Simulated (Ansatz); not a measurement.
Calculated with Ansatz (gas phase, PBE0-D4/def2-TZVP geometries, no zero-point term in ΔE). CCSD(T)/CBS adds triple-zeta CCSD(T) − MP2 to the extrapolated MP2 energy (def2 sets, frozen cores). Functionals use def2-TZVPP. B3LYP here is the variant with VWN-RPA as its local correlation; programs differ in this. For Ge outer-core shells are correlated without core-valence functions, which leaves a few kJ/mol of doubt a bond. Scalar relativity is left out up to krypton. Each species was taken in one conformer, which may not be the lowest.

Consider the ligand exchange at a Ge–C bond: `[GeH3][CH]1N=CO1` + `N=C1O[SiH2]1` → `[GeH3]/[N]=C1\O[SiH2]1` + `C1=NCO1`.

`[GeH3][CH]1N=CO1`:

Cartesian coordinates in Å:
```
Ge 1.060 0.895 -0.658
C -0.166 -0.612 -0.297
N -0.063 -1.171 1.046
C -1.244 -0.703 1.197
O -1.531 -0.138 0.001
H 0.671 1.546 -1.993
H 2.489 0.343 -0.740
H 0.915 1.889 0.499
H -0.196 -1.362 -1.090
H -1.934 -0.686 2.035
```

`N=C1O[SiH2]1`:

```xyz
7

N     1.618   -1.039    0.324
C     0.652   -0.305    0.038
O     0.638    0.765   -0.830
Si   -0.915    0.568   -0.168
H     1.345   -1.751    0.994
H    -1.369    1.636    0.748
H    -1.968    0.125   -1.105
```

`[GeH3]/[N]=C1\O[SiH2]1`:

Cartesian coordinates in Å:
```
Ge -1.974 -0.626 0.325
N -0.327 -0.980 -0.480
C 0.615 -0.190 -0.336
O 0.745 1.023 0.357
Si 2.215 0.630 -0.409
H -1.809 -0.546 1.852
H -2.877 -1.805 -0.053
H -2.555 0.689 -0.220
H 2.624 1.514 -1.522
H 3.343 0.290 0.486
```

`C1=NCO1`:

Cartesian coordinates in Å:
```
C -0.112 0.229 1.004
N 0.589 0.882 0.159
C 0.121 -0.131 -0.781
O -0.644 -0.788 0.285
H -0.308 0.363 2.064
H 0.896 -0.793 -1.168
H -0.542 0.238 -1.564
```

| level | ΔE (kcal/mol) | difference from CCSD(T)/CBS |
| --- | --- | --- |
| PBE-D4 | -5.7 | 1.1 |
| r2SCAN-D4 | -6.8 | 0.0 |
| PBE0-D4 | -6.5 | 0.3 |
| B3LYP-D4 | -7.5 | -0.7 |
| ωB97X-V | -7.2 | -0.4 |
| ωB97M-V | -6.7 | 0.1 |
| B2PLYP | -8.0 | -1.2 |
| PBE | -5.7 | 1.1 |
| r2SCAN | -6.7 | 0.1 |
| PBE0 | -6.4 | 0.4 |
| B3LYP | -7.5 | -0.7 |
| HF/def2-TZVPP | -10.7 | -3.9 |
| MP2/def2-TZVPP | -8.1 | -1.3 |
| SCS-MP2/def2-TZVPP | -8.7 | -1.9 |
| CCSD/def2-TZVPP | -7.6 | -0.8 |
| CCSD(T)/def2-TZVPP | -7.5 | -0.7 |
| HF/def2-QZVPP | -10.6 | -3.8 |
| MP2/def2-QZVPP | -7.7 | -0.9 |
| SCS-MP2/def2-QZVPP | -8.3 | -1.5 |
| HF/CBS(def2) | -10.6 | -3.8 |
| MP2/CBS(def2) | -7.4 | -0.6 |
| CCSD/CBS(def2) | -6.9 | -0.1 |
| CCSD(T)/CBS | -6.8 | 0 |

Largest T1 diagnostic among the species: 0.017.

From PBE to PBE0 (25 % exact exchange), in def2-TZVPP and without D4, ΔE moves by −0.7 kcal/mol. In def2-TZVPP, CCSD(T) changes the Hartree–Fock value by +3.2 kcal/mol (the triples alone add +0.1 kcal/mol) and MP2 by +2.6 kcal/mol.
